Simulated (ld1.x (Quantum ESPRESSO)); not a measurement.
Plane-wave convergence, TM potential for thallium (Tl)

ld1.x (Quantum ESPRESSO) 7.5 input, shortened:

```
&input
   title='Tl', zed=81., rel=1, dft='PBE', iswitch=3,
   config='[Xe] 4f14 5d10 6s2 6p1'
 /
 &inputp
   pseudotype=2, tm=.true., lloc=0,
   nlcc=.false.
 /
2
6P  2  1   1.00   0.00  2.45  2.45  0.0
6S  1  0   2.00   0.00  2.20  2.20  0.0
 &test
   configts(1)='6s2 6p1'
 /
```

The pseudo-atom Hamiltonian at the reference potential is diagonalised in spherical Bessel functions j_l(qr) that vanish at 20 bohr, with q² up to the cutoff. All-electron valence levels (Ry): 6p -0.1742, 6s -0.7016.

Problem. How do the lowest levels (Ry) of each channel move with the cutoff, and are there ghosts?

Solution.

```csv
cutoff (Ry),p #1,p #2,s #1,s #2,d #1,f #1,f #2,Σ f·Δε (mRy)
8,-0.1720,0.0238,-0.6879,-0.0323,0.0375,0.0972,0.2187,29.6
12,-0.1739,0.0236,-0.6929,-0.0328,0.0374,0.0972,0.2187,17.6
18,-0.1740,0.0236,-0.6972,-0.0331,0.0373,0.0972,0.2187,9.0
21,-0.1741,0.0235,-0.6994,-0.0332,0.0373,0.0972,0.2187,4.4
30,-0.1742,0.0235,-0.7013,-0.0334,0.0373,0.0972,0.2187,0.7
40,-0.1742,0.0235,-0.7014,-0.0334,0.0373,0.0972,0.2187,0.4
400,-0.1742,0.0235,-0.7016,-0.0334,0.0373,0.0972,0.2187,0.0
```

Result: no extra level below or beside the all-electron valence levels (p, s, d, f tested); 10 mRy is reached at 18 Ry and 1 mRy at 30 Ry.
